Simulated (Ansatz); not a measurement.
Species: H2B, SMILES `[BH2]` (charge 0, multiplicity 2), formula H$_{2}$B.

How many basis functions does frozen-core CCSD(T)/cc-pVTZ // B3LYP-D3(BJ)/def2-TZVP in Ansatz (a program for electronic structure) use, how many core orbitals are frozen, and how many electrons are correlated?

58 basis functions and 1 frozen orbitals, which leaves 5 correlated electrons. Core time is of the order of seconds.
